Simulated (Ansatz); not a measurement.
Task: Predict a relaxed structure of Be4⁺ (the lowest doublet isomer of a short search), charge 1, doublet, at PBE/def2-TZVP (Ansatz).

Result: 
```csv
atom,x (Å),y (Å),z (Å)
Be1,1.3070,-0.6770,-0.3646
Be2,-0.7692,-1.1474,-0.6262
Be3,0.7692,1.1479,0.6253
Be4,-1.3070,0.6764,0.3656
```
Point group D4h (tolerance 0.1 Å). This is one stationary point.

The structure comes from a short search, and lower isomers may exist.
